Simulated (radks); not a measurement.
Spherical quantum dot in the effective-mass picture: electrons in a parabolic well V = omega^2 r^2 / 2 with omega = 4.04, all in effective atomic units (hartree* = m*/eps^2 hartree, bohr* = eps/m* bohr), one dielectric constant everywhere. Calculated with a radial shooting solver with Libxc functionals: non-relativistic Kohn-Sham, LDA (Slater exchange, Perdew-Wang correlation), spin-polarised, spherical densities. Levels are named by radial order and angular momentum (1s, 1p, 1d, 2s, ...), and open shells are averaged over m.

N = 19, configuration 1s2 1p6 1d10 2s(up 1, down 0). This is the lowest configuration that the search found. Occupied and some empty levels:

level,occupation,eigenvalue (hartree*),<r> (bohr*)
1s up,1,25.136,0.6978
1s down,1,25.199,0.7031
1p up,3,27.769,0.9020
1p down,3,27.797,0.9028
1d up,5,30.569,1.052
1d down,5,30.593,1.051
2s up,1,30.849,0.9461
2s down,0,30.935,0.9474
1f up,0,33.532,1.173
1f down,0,33.559,1.172
2p up,0,34.011,1.073
2p down,0,34.058,1.075
1g up,0,36.642,1.277
1g down,0,36.671,1.277

Energy (hartree*): total 391.205, kinetic 82.687, external 158.28, Hartree 168.14, exchange-correlation -17.898.
